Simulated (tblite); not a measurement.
A tight-binding relaxation on `[F][Ge]([F])([F])[GeH]1[O]COC[O]1`.

Computed with GFN2-xTB geometry optimisation, gas phase (tblite 0.8.0). Start geometry: from a force field or distance geometry. A driver script takes a list of jobs; this job's settings line and coordinates (Å) are shown.

Command:
```bash
OMP_NUM_THREADS=1 python probes_run.py task.json out
```

Input:
```
{"job": {"kind": "relax", "xc": "GFN2-xTB", "basis": "xTB"}, "charge": 0, "multiplicity": 1}
F      3.646700     0.336100     1.636500
Ge     2.612000    -0.389200     0.427800
F      3.063300    -2.082800     0.327400
F      2.944300     0.364400    -1.104300
Ge     0.281100    -0.181400     0.920700
O     -0.394900     1.379600     0.444300
C     -1.165200     1.393900    -0.690300
O     -1.318500     0.181200    -1.311900
C     -1.724700    -0.863000    -0.510300
O     -0.672900    -1.488600     0.168200
H      0.176200    -0.319200     2.464000
H     -0.636800     2.044400    -1.421000
H     -2.130000     1.892900    -0.419000
H     -2.520600    -0.608200     0.208000
H     -2.164400    -1.652200    -1.161900
```

Problem. Estimate the output.

Solution. 
```
step      E/eV     max force
  0   -1014.20766    1.789
  1   -1014.33625    0.910
  2   -1014.39269    0.551
  3   -1014.43549    0.593
  4   -1014.46477    0.691
  5   -1014.50498    0.576
  6   -1014.53908    0.527
  7   -1014.56960    0.508
  8   -1014.58765    0.269
  9   -1014.59818    0.250
... (71 lines left out)
 81   -1014.73570    0.024
 82   -1014.73574    0.022
 83   -1014.73579    0.025
 84   -1014.73585    0.024
 85   -1014.73592    0.021
 86   -1014.73598    0.017
 87   -1014.73603    0.015
 88   -1014.73608    0.013
 89   -1014.73611    0.010
 90   -1014.73612    0.006
```

«max force» is the largest atomic force in eV/Å.

Problem. From which step on does the largest force stay under 0.1 eV/Å, and how much energy is left to gain from there?

Solution. From step 69 (0.075 eV/Å), 3.1 meV above the end.

In short: energy lowered by 12.2 kcal/mol over 90 steps; largest atomic force 0.006 eV/Å at the end.

Problem. Give the final coordinates.

Solution. 0.452 Å rms from the input after alignment:
```
atom  x, y, z in Å
F1     3.7519    0.1549    1.2209
Ge2    2.3836   -0.4545    0.2848
F3     2.9067   -2.1228    0.0416
F4     2.7946    0.2014   -1.3023
Ge5    0.1281   -0.0352    1.3000
O6    -0.5336    1.4860    0.7125
C7    -1.1261    1.4079   -0.5676
O8    -0.8893    0.1806   -1.1878
C9    -1.5513   -0.8945   -0.5939
O10   -1.0483   -1.1936    0.6913
H11    0.0667   -0.0355    2.8028
H12   -0.6715    2.1682   -1.2108
H13   -2.2056    1.5943   -0.4626
H14   -2.6294   -0.6927   -0.5042
H15   -1.3807   -1.7565   -1.2469
```

Hardware: Arm Neoverse V1, one thread, no GPU, shared host with 32 logical CPUs at a one-minute load of 16. Cost: 0.79 s of wall time.
Labels such as C1 count atoms from 1, the log's own numbers from 0.
